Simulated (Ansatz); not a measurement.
Relaxation of C₂H₆OSSi (11 atoms, charge 0, multiplicity 1), to a largest force component of 0.02 eV/Å in at most 40 steps.

Method: Ansatz, RKS PBE0/6-31G.

```xyz
11
Properties=species:S:1:pos:R:3
C -1.266 -0.718 -0.843
Si 0.241 -0.100 -0.156
S 1.841 0.164 -1.477
C 0.613 0.219 1.612
O 0.123 1.264 0.745
H -1.195 -1.592 -1.413
H -2.040 -0.858 -0.077
H -1.710 0.073 -1.554
H 2.080 1.475 -1.140
H 1.566 0.208 1.984
H -0.189 -0.192 2.339
```

Problem. Where does it end, and by what steps?

Solution. The run converged. The force dipped under the threshold on the way, but the program's further checks kept it going. Limits of this set-up: no polarisation functions. After 10 steps the energy has fallen by 1.077 eV; H9 moved furthest, 0.64 Å.

```json
{"step": "0", "energy less start (eV)": "0.0000", "largest force component (eV/Å)": "5.177", "accepted": "yes"}
{"step": "1", "energy less start (eV)": "-0.8400", "largest force component (eV/Å)": "2.686", "accepted": "yes"}
{"step": "2", "energy less start (eV)": "-1.0279", "largest force component (eV/Å)": "0.454", "accepted": "yes"}
{"step": "3", "energy less start (eV)": "-1.0188", "largest force component (eV/Å)": "0.401", "accepted": "no"}
{"step": "4", "energy less start (eV)": "-1.0549", "largest force component (eV/Å)": "0.265", "accepted": "yes"}
{"step": "5", "energy less start (eV)": "-1.0637", "largest force component (eV/Å)": "0.124", "accepted": "yes"}
{"step": "6", "energy less start (eV)": "-1.0685", "largest force component (eV/Å)": "0.293", "accepted": "yes"}
{"step": "7", "energy less start (eV)": "-1.0761", "largest force component (eV/Å)": "0.055", "accepted": "yes"}
{"step": "8", "energy less start (eV)": "-1.0768", "largest force component (eV/Å)": "0.016", "accepted": "yes"}
{"step": "9", "energy less start (eV)": "-1.0771", "largest force component (eV/Å)": "0.016", "accepted": "yes"}
{"step": "10", "energy less start (eV)": "-1.0772", "largest force component (eV/Å)": "0.010", "accepted": "yes"}
```

```xyz
11
Properties=species:S:1:pos:R:3
C -1.377 -0.722 -0.907
Si 0.143 0.109 -0.171
S 1.665 0.420 -1.744
C 0.588 0.185 1.634
O -0.066 1.425 1.004
H -1.103 -1.668 -1.382
H -2.099 -0.919 -0.109
H -1.846 -0.077 -1.655
H 2.582 1.110 -0.990
H 1.614 0.361 1.949
H -0.036 -0.282 2.392
```

Run time: 37 s on 1 thread of Arm Neoverse V2, on a shared host, peak memory 0.15 GiB.
